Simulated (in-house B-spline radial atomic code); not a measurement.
A radial electron density 4πr²n(r) was computed for an atom or ion in its tabulated ground configuration with a B-spline radial code for spherical atoms; method: non-relativistic LDA VWN5, spin-polarised, spherical fractional occupations. Columns: r (bohr), 4πr²n(r) (electrons per bohr), bar.

```
  0.0014    1.473 #
  0.0017    2.113 #
 0.00207    3.028 ##
 0.00252    4.306 ###
 0.00306    6.042 ####
 0.00372    8.404 #####
 0.00452    11.53 #######
 0.00549    15.56 #########
 0.00667    20.61 ############
 0.00811    26.72 ################
 0.00986    33.66 ####################
   0.012    41.06 #########################
  0.0146    48.09 #############################
  0.0177    53.65 ################################
  0.0215    56.88 ##################################
  0.0261     57.1 ##################################
  0.0318    54.59 #################################
  0.0386    51.19 ###############################
  0.0469    49.64 ##############################
  0.0571    52.59 ################################
  0.0694    60.18 ####################################
  0.0843    68.89 ##########################################
   0.102    72.87 ############################################
   0.125    68.09 #########################################
   0.151    57.86 ###################################
   0.184    49.76 ##############################
   0.224    50.73 ###############################
   0.272    56.77 ##################################
    0.33    56.89 ##################################
   0.401    45.26 ###########################
   0.488    28.26 #################
   0.593    17.31 ##########
   0.721    15.36 #########
   0.876    16.31 ##########
    1.06    14.34 #########
    1.29    9.355 ######
    1.57    4.508 ###
    1.91    1.606 #
    2.32    0.418 
    2.82  0.07418 
    3.43 0.008177 
    4.17 0.0005021
```

(1) Which atom or ion is it?
A. Ru5+
B. Pd4+
C. Pd6+
D. Pd5+

Answers

(1) D. The area under the curve, ∫4πr²n dr = ∫r·4πr²n d(ln r) on this logarithmic grid, is 41 electrons, which only this option has. The configuration is [Kr] 4d5.
